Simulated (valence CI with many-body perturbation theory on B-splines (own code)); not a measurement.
## Basis-set convergence for Er XLVII

Calculated by relativistic CI+MBPT: four valence electrons over a frozen Dirac-Fock core [Ar], a basis of 7 s, 7 p, 8 d, 6 f, 4 g, 1 h functions for each j, with the one-electron correlation potential Σ1 (screened to all orders), the two-electron term Σ2, the three-electron term Σ3, Breit, model QED; selected single and double excitations, second order for the rest, scaled by the run's own slope (own B-spline code, finite nucleus).

The last digits are not significant, and no measured levels were compared; by estimate large intervals hold to a few tenths of a per cent, small ones and those within an open d or f shell to about a per cent. Only levels of the ground parity were solved; by the run's estimate the other parity begins above the list, which can be wrong where configurations are misplaced.

The reference run has the lowest level (3d3/2^4) J=0 and an ionisation energy of 3916.89 eV. Its largest variational space holds 17293 state functions.

Levels are named by their leading jj configuration (3d3/2^4 stands for four electrons in 3d with j = 3/2), which in mixed levels can hold well under half, so a name can repeat and another be missing. Letters in brackets count levels of one name in rising energy.

Changed runs:
A. basis 6 s, 6 p, 5 d, 5 f, 1 g
B. basis 5 s, 5 p, 4 d, 4 f

Excitation energies of the reference run in cm⁻¹, and shifts in cm⁻¹:

```tsv
Level	Reference	A	B
(3d3/2^3 3d5/2) J=1	328198	-244	-421
(3d3/2^3 3d5/2) J=4	416443	+19	+297
(3d3/2^3 3d5/2) J=2	430318	-103	+147
(3d3/2^3 3d5/2) J=3	457200	-36	+330
(3d3/2^2 3d5/2^2) J=0 [a]	720179	-251	-460
(3d3/2^2 3d5/2^2) J=2 [a]	730967	-181	-6.2
(3d3/2^2 3d5/2^2) J=4 [a]	741139	-213	-157
(3d3/2^2 3d5/2^2) J=3 [a]	755742	-231	-86
(3d3/2^2 3d5/2^2) J=5	785217	-77	+298
(3d3/2^2 3d5/2^2) J=6	806599	+19	+561
(3d3/2^2 3d5/2^2) J=1	816385	-81	+351
(3d3/2^2 3d5/2^2) J=4 [b]	845378	+51	+578
Ionisation energy (eV)	3916.89	-0.09	-0.14
```
